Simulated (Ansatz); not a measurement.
Reactions of CH5ClGeS (`C[S][GeH2][Cl]`).

Computed with Ansatz on PBE0-D4/def2-TZVP structures; ΔE is electronic, products minus reactants. CBS: MP2 limit from def2 TZ/QZ plus the TZ coupled-cluster correction, frozen cores. This one scheme is used for every species, atoms too. No spin–orbit coupling; open shells (•) take unrestricted orbitals. Spin–orbit coupling would lower the free atoms: a little for Cl. Bonds to Br, Ge are less sure, by a few kJ/mol each and by 10 to 20 or more in all where they break to atoms, as the def2 sets lack core-valence functions. Scalar relativity is left out up to krypton. Each species was taken in one conformer, which may not be the lowest.

**Question.** Order these by ΔE at CCSD(T)/CBS, lowest first. (An estimate is asked.)
A. `C[S][GeH2][Cl]` → `[CH3]`• + `[S][GeH2][Cl]`•
B. `C[S][GeH2][Cl]` → `[CH2]` (triplet) + `[SH][GeH2][Cl]`
C. `C[S][GeH2][Cl]` + `F[Si](F)(S)Cl` → `F[Si](F)(Cl)[S][GeH2][Cl]` + CH₃SH
D. `C[S][GeH2][Cl]` + H₂O → `C[S][GeH2][OH]` + HCl
E. `C[S][GeH2][Cl]` + HBr → `[Cl][GeH2][Br]` + CH₃SH
F. `C[S][GeH2][Cl]` → Cl• + `C[S][GeH2]`•
G. `C[S][GeH2][Cl]` → `C[S][Ge][Cl]` + H₂

**Answer.** E (-0.26 eV), C (0.00 eV), D (+0.55 eV), G (+0.64 eV), A (+3.46 eV), F (+4.34 eV), B (+4.43 eV).

Largest T1 diagnostic: 0.015, for `C[S][GeH2]`•.
